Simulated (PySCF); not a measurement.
PySCF 2.14 output of an unrestricted PBE0 calculation on a single atom or ion in def2-SVP (5s3p2d1f, 31 functions), with no relativity, point nucleus:

```
SCF conv_tol = 1e-09
number electrons alpha = 14  beta = 11
    C. Adamo and V. Barone.,  J. Chem. Phys. 110, 6158 (1999)
    M. Ernzerhof and G. E. Scuseria.,  J. Chem. Phys. 110, 5029 (1999)
cycle= 1 E= -1381.39729434819  delta_E= -0.00171  |g|= 0.0485  |ddm|= 0.0622
cycle= 2 E= -1381.39749121941  delta_E= -0.000197  |g|= 0.0417  |ddm|= 0.0493
cycle= 3 E= -1381.39806044516  delta_E= -0.000569  |g|= 0.000534  |ddm|= 0.023
cycle= 4 E= -1381.39806063799  delta_E= -1.93e-07  |g|= 4.61e-05  |ddm|= 0.000576
cycle= 5 E= -1381.39806063968  delta_E= -1.69e-09  |g|= 8.73e-07  |ddm|= 6.06e-05
cycle= 6 E= -1381.39806063968  delta_E= -2.27e-13  |g|= 6.89e-08  |ddm|= 6.42e-07
converged SCF energy = -1381.39806063968  <S^2> = 3.7510053  2S+1 = 4.0005026
```

The run itself started from symmetry-adapted Hartree-Fock orbitals and held the occupation by maximum overlap, on a logarithmic radial grid, so the iterations belong to that start.

Task: Which element, charge and spin multiplicity is this?

Result: Co²⁺ (cobalt, charge +2), multiplicity 4; the state was [Ar] 3d7, high-spin 4F determinant.
